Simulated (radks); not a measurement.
Values are calculated unless marked as measured or tabulated.
Valence configurations of Cu II (all share [Ar]). Code: a radial shooting solver on a logarithmic mesh with Libxc functionals. Model: scalar-relativistic Kohn-Sham, BLYP, spin-unpolarised, spherical densities, finite nucleus; Fermi nuclear charge, rms radius 3.8823 fm. Energies are relative to 3d10; eigenvalues in eV.

| valence | E (eV) | e(3d) | e(4p) | e(4s) |
|---|---|---|---|---|
| 3d10 | 0.000 | -13.721 | - | - |
| 3d9 4s1 | 3.272 | -18.822 | - | -13.713 |
| 3d9 4p1 | 9.305 | -20.496 | -8.621 | - |
| 3d8 4s1 4p1 | 17.231 | -26.715 | -9.654 | -16.435 |
| 3d9 4s0.5 4p0.5 | 6.260 | -19.675 | -8.223 | -14.255 |
| 3d9.5 4s0.5 | 1.199 | -16.116 | - | -12.888 |
| 3d7 4s2 4p1 | 30.158 | -33.892 | -10.743 | -18.176 |
| 3d6 4s2 4p2 | 57.091 | -43.325 | -12.495 | -20.741 |
| 3d9.5 4p0.5 | 4.036 | -16.971 | -7.722 | - |

NIST lists [Ar] 3d10 as the ground configuration; this level of theory agrees among the configurations tried. The energies are those of spherical spin-averaged densities, not of single terms.
